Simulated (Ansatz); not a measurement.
`CO[Si]N` and `CO[Si]Cl` differ in one atom or group.

Ansatz, PBE0-D4/def2-TZVP geometries, multiplicity 1. Each molecule was computed in one conformer, which needn't be the lowest.

| property | `CO[Si]N` |
| --- | --- |
| zero-point energy (PBE0-D4/def2-TZVP) / kJ/mol | 180.5 |
| size of the dipole moment (ωB97M-V/def2-TZVPP) / D | 0.72 |
| HOMO energy (PBE0/def2-TZVPP) / eV | -6.53 |
| size of the dipole moment (PBE/def2-TZVPP) / D | 0.96 |
| HOMO–LUMO gap (B3LYP/def2-TZVPP) / eV | 5.50 |
| LUMO energy (ωB97M-V/def2-TZVPP) / eV | 1.28 |

(1) Give the same properties after the change, and the shifts. (An estimate is asked.)

Results:

(1) The calculation gave: 
```csv
property,`CO[Si]Cl`,shift
zero-point energy (PBE0-D4/def2-TZVP) / kJ/mol,115.6,-64.9
size of the dipole moment (ωB97M-V/def2-TZVPP) / D,1.70,0.98
HOMO energy (PBE0/def2-TZVPP) / eV,-7.42,-0.89
size of the dipole moment (PBE/def2-TZVPP) / D,1.79,0.83
HOMO–LUMO gap (B3LYP/def2-TZVPP) / eV,5.21,-0.29
LUMO energy (ωB97M-V/def2-TZVPP) / eV,0.16,-1.12
```

With PBE0 the HOMO falls by 0.89 eV and the LUMO falls by 1.19 eV, so the gap narrows by about 0.30 eV. PBE moves the HOMO by -0.92 eV and ωB97M-V by -0.83 eV. The zero-point energy changes by -64.9 kJ/mol with -6 modes. Dipoles are sizes alone; their direction can turn.

B3LYP here is the variant with VWN-RPA as its local correlation; programs differ in this.
